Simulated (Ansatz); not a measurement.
CH4KO (charge +1), singlet: a pair in one relaxed arrangement.

in.yaml

```yaml
crystal:
  periodic: [false, false, false]
  atoms:
    - {symbol: K, position_ang: [0.170253, -0.358050, -2.956021]}
    - {symbol: C, position_ang: [0.073050, 0.385698, 0.635666]}
    - {symbol: O, position_ang: [-0.171787, -0.592089, -0.383249]}
    - {symbol: H, position_ang: [-0.846226, 0.630284, 1.170993]}
    - {symbol: H, position_ang: [0.441757, 1.285699, 0.144259]}
    - {symbol: H, position_ang: [0.830469, 0.035186, 1.339175]}
    - {symbol: H, position_ang: [-0.497517, -1.386728, 0.049177]}
basis:
  gaussian: {orbitals: "def2-TZVPPD.json"}
total_charge: 1
hamiltonian: {xc: {name: revPBE}, dispersion: d4}
```

The basis file named in the input lies beside it (Basis Set Exchange, JSON).

Launched with

```bash
ansatz run in.yaml --threads 2 --pin off --events-out ev --progress --plain --max-ram 5222MiB
```

What Ansatz 0.2.0 printed:

```
Functional definition: revPBE
  name "revPBE"
  cite "Zhang & Yang, Phys. Rev. Lett. 80, 890 (1998) doi:10.1103/PhysRevLett.80.890"
  cite "Perdew, Burke & Ernzerhof, Phys. Rev. Lett. 77, 3865 (1996) doi:10.1103/PhysRevLett.77.3865"
  parameter kappa = 1.245
  parameter beta = 0.06672455060314922
  exchange = pbe_x(kappa = kappa, mu = beta*pi^2/3)
  correlation = pbe_c(beta = beta)
924 factors; their error is unknown
mean field evaluation 1: about -19447.0772 eV, gradient 1.1e2 eV
mean field evaluation 2: about -19290.9762 eV, gradient 2.2e2 eV
mean field evaluation 4: about -19465.1688 eV, gradient 3.4e1 eV
mean field evaluation 8: about -19467.3818 eV, gradient 1.7e-1 eV
mean field evaluation 16: about -19467.3460 eV, gradient 7.9e-5 eV
mean field -19467.34595091 eV, -715.4117682551 hartree, gradient 7.9e-5 eV, S^2 0.000000; 0 other end points of the search recorded, 0 dependent functions left out
reference -19467.34601307 eV, -715.4117705392 hartree; 18, 18 occupied and 163, 163 virtual orbitals, 924 factors
Total energy: -19467.57786810 eV, -715.4202910544 hartree
```

The lines “mean field evaluation” count trial sets of orbitals through the whole run, from several starts and some on an approximate energy, so they need not fall steadily or lie above the final value.

The run took about 1.9 s on 2 CPU threads of an Arm Neoverse V2 (shared host).
